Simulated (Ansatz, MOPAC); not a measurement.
System: SrF, charge 0, multiplicity 2. SMILES: [F][Sr]
Geometry: optimised at B3LYP-D3(BJ)/def2-TZVP (Ansatz, a program for electronic structure).

Wanted: vertical electron affinity to the singlet, in eV. Terms: frozen cores in correlated levels (noble-gas shells and the d and f shells of earlier blocks; the outer core of K, Ca and congeners matters and is frozen too); PM7 with its own dispersion and hydrogen-bond terms; LANL2DZ with its own core potentials from Na on; each state is the SCF solution reached for its charge and spin; spin-orbit terms left out; six Cartesian d functions in 6-31G* and its kin unless marked 5d; open shells spin-unrestricted; def2 sets with scalar-relativistic core potentials past Kr. First-principles rows: single points at B3LYP-D3(BJ) geometries (Ansatz). Semi-empirical rows: differences of heats of formation at the shared geometry for vertical values. The spin state of an ion or metal species was assumed, not searched.

```json
[
 {"level": "AM1", "program": "MOPAC", "vertical electron affinity to the singlet (eV)": "1.00"},
 {"level": "PM3", "program": "MOPAC", "vertical electron affinity to the singlet (eV)": "1.61"},
 {"level": "PM6", "program": "MOPAC", "vertical electron affinity to the singlet (eV)": "0.51"},
 {"level": "PM7", "program": "MOPAC", "vertical electron affinity to the singlet (eV)": "0.37"},
 {"level": "MNDO", "program": "MOPAC", "vertical electron affinity to the singlet (eV)": "1.06"},
 {"level": "HF/6-31G* with LANL2DZ past Ar", "program": "Ansatz", "vertical electron affinity to the singlet (eV)": "-0.19"},
 {"level": "PBE/6-31G* with LANL2DZ past Ar", "program": "Ansatz", "vertical electron affinity to the singlet (eV)": "0.80"},
 {"level": "B3LYP/6-31G* with LANL2DZ past Ar", "program": "Ansatz", "vertical electron affinity to the singlet (eV)": "0.85"},
 {"level": "MP2/6-31G* with LANL2DZ past Ar", "program": "Ansatz", "vertical electron affinity to the singlet (eV)": "0.04"},
 {"level": "B3LYP/def2-TZVPD", "program": "Ansatz", "vertical electron affinity to the singlet (eV)": "0.90"}
]
```

No value to compare with is used here. The 9 habitual levels span -0.19 (HF/6-31G* with LANL2DZ past Ar) to 1.61 eV (PM3); B3LYP/def2-TZVPD gives 0.90.

The levels are drawn from those run, B3LYP/6-31G* more often than the rest, none by its result; runs whose electronic state is in doubt are left out.
